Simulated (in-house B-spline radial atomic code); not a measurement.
## Ionising Te VIII (Te7+) with different functionals

Computed with a B-spline radial code for spherical atoms: non-relativistic Hamiltonian, point nucleus, spin-polarised at highest spin, spherical fractional occupations for the functionals, and exact exchange of hybrids averaged over the configuration. The ionisation energy is the difference of two self-consistent energies, [Kr] 4d9 → [Kr] 4d8, without Breit or QED terms; ε is the level of the shell that loses the electron (its least bound occupied spin orbital). There is no spin-orbit coupling in this Hamiltonian.

| method | rung | ΔSCF (eV) | -ε(4d) (eV) |
| --- | --- | --- | --- |
| PBE0 | global hybrid | 147.53 | 139.60 |
| B3LYP | global hybrid | 147.50 | 138.93 |
| TPSSh | global hybrid | 147.45 | 137.64 |
| M06-2X | global hybrid | ? | ? |
| BHandHLYP | global hybrid | 147.36 | 142.61 |
| r2SCAN0 | global hybrid | 147.81 | 139.99 |
| B97-1 | global hybrid | 147.46 | 138.99 |
| HSE06 | range-separated hybrid | ? | ? |
| wB97X | range-separated hybrid | 147.27 | 141.82 |
| CAM-B3LYP | range-separated hybrid | 147.43 | 140.92 |
| LC-wPBE | range-separated hybrid | 147.46 | 141.93 |

(1) What does M06-2X give?

(2) What does HSE06 give?

(3) Among the functionals, which spreads more, the ΔSCF values or the orbital energies?

(4) How do they compare with the NIST value?

## Answers

(1) ΔSCF 147.41 eV, and -ε(4d) = 143.05 eV.

(2) ΔSCF 147.48 eV, and -ε(4d) = 139.14 eV.

(3) The orbital energies: ΔSCF values span about 0.54 eV and the orbital energies 5.41 eV; here energy differences depend much less on the functional than eigenvalues do.

(4) NIST lists 143 eV ± 2.1 (tabulated theory, ground level to ground level). Errors run from +4.27 to +4.81 eV. The correlated functionals all miss on the same side by more than they spread, so the cause is common to them (relativity, Breit-QED terms, multiplet and fine-structure energies, or a listed next ion that isn't the cheapest removal here) and closeness doesn't rank the functionals.
